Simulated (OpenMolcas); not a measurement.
Fe2+ (d6) in a complex was computed by SS-CASPT2, IPEA 0.25 Eh, imaginary shift 0.1 Eh with the d shell active (OpenMolcas, ANO-RCC-VTZP on the metal). Its lowest spin-free states, and all those of the highest spin:

```tsv
2S+1	Degeneracy	E (cm-1)
5	2	0
5	3	2170
3	3	17640
3	2	18170
3	3	18430
3	3	18890
3	1	19680
3	3	19900
3	3	21070
3	1	21900
3	2	23210
3	3	23490
```

Q: Is the site octahedral, tetrahedral or cube-like, axial, or of lower symmetry?

A: The states with 2S+1 = 5 have orbital degeneracies 2, 3. Threefold states need a cubic site. For d6 at this spin an octahedron puts the threefold T2 below the twofold E and a tetrahedron or cube puts the twofold E below the threefold T2, so the site is a tetrahedron or a cube, which this pattern cannot tell apart. The first gap at this spin, 2170 cm-1, is |10Dq| in ligand-field theory. The run had Fe2+ with 4 ligands (chloride) in tetrahedral coordination (Td) at 2.4 Å. A charge of +0.5 e stands 2.8 Å behind each ligand. Ligand basis ANO-RCC-VDZP.

Roots that are degenerate in the reference are averaged as groups; the widest CASPT2 spread within a group is 650 cm-1 (the 3-fold group of multiplicity 3 near 49400 cm-1 above the lowest state of its run). Shifts and gaps below about the spread of the groups concerned are not significant. Over all roots computed the reference weight is 0.71 to 0.74; a low but even weight reflects the number of correlated electrons. An orbital doublet at a regular site is open to a Jahn-Teller distortion, which this geometry leaves out. A single d shell leaves out the double-shell effect, which counts most for late 3d ions, where the CASPT2 field can be off either way by tens of per cent. Ligand-to-metal charge-transfer states are missing. These CASPT2 states fit no ligand-field parameters well, so their order and spin gaps are uncertain. For late 3d ions with one d shell CASPT2 can put B and the spin-flip bands somewhat low as well as high. With one d shell and no ligand orbital active, 10Dq can be off by tens of per cent for divalent 3d ions, low with halides held by bare charges and at times high in hosts, and the orbital part of g and χT goes as 1/10Dq. Free-ion shares, where given, are those of the reference states; single-state CASPT2 does not remix them. No measured value stands beside these numbers; the geometry is a model, was not optimised and need not be the one that this ion takes.
